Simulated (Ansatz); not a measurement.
System: TeI2, charge -1, multiplicity 2. 
Coordinates optimised at B3LYP-D3(BJ)/def2-TZVP (Ansatz, a quantum-chemistry and plane-wave program):
```xyz
3

Te     0.0191     0.0037     0.3846
I      1.4135    -2.5448    -0.2350
I     -1.4322     2.5412    -0.1424
```
Charge -1, spin multiplicity 2.

Total electronic energies in hartree. Cores are frozen in the correlated levels unless marked. UHF or UKS for open shells. Spin-orbit coupling is left out. Frozen are the shells of the preceding noble gas and the d and f shells that filled before the atom's block. Past Kr the def2 sets carry scalar-relativistic core potentials. STO-3G rows are all-electron and non-relativistic. CBS marks a two-point X^-3 extrapolation of the correlation energy; Hartree-Fock from the larger set. [CCSD(T)-MP2]/basis is that difference in the basis named.

| level | program | energy (Eh) |
|---|---|---|
| HF/def2-SVP | Ansatz | -860.43230 |
| HF/def2-TZVPP | Ansatz | -860.46293 |
| RI-HF/def2-QZVPPD | Ansatz | -860.46800 |
| SVWN5/def2-TZVPD | Ansatz | -862.40880 |
| revPBE-D3(BJ)/def2-TZVPD | Ansatz + dftd3 | -863.73322 |
| B97M-V/def2-TZVPD | Ansatz | -863.54881 |
| PBE0/STO-3G | Ansatz | -20254.10793 |
| PBE0-D4/def2-TZVP | Ansatz + dftd4 | -863.63550 |
| PBE0/def2-QZVPP | Ansatz | -863.63587 |
| r2SCANh-D4/def2-TZVPD | Ansatz + dftd4 | -863.90349 |
| r2SCAN0-D4/def2-TZVPD | Ansatz + dftd4 | -863.85557 |
| HSE06-D3(BJ)/def2-TZVPD | Ansatz + dftd3 | -863.63331 |
| LC-wPBE/def2-TZVPD | Ansatz | -863.68777 |
| B2GP-PLYP/def2-TZVPD | Ansatz | -862.53457 |
| B2PLYP-D4/def2-TZVPD | Ansatz + dftd4 | -862.76965 |
| B2PLYP/def2-TZVPD | Ansatz | -862.76644 |
| RI-MP2/def2-TZVPPD | Ansatz | -860.86796 |
| SCS-MP2/STO-3G | Ansatz | -20248.52982 |
| CCSD/def2-TZVPP | Ansatz | -860.90176 |
| CCSD(T)/STO-3G | Ansatz | -20248.53539 |
| CCSD(T)/def2-SVP | Ansatz | -860.74965 |
| CCSD(T)/def2-SVPD | Ansatz | -860.78523 |
| RI-MP2/CBS(def2-TZVPPD,def2-QZVPPD)+[CCSD(T)-MP2]/def2-TZVPPD | Ansatz | -861.0276 |

Totals of different functionals don't rank their quality; only differences between species are comparable.
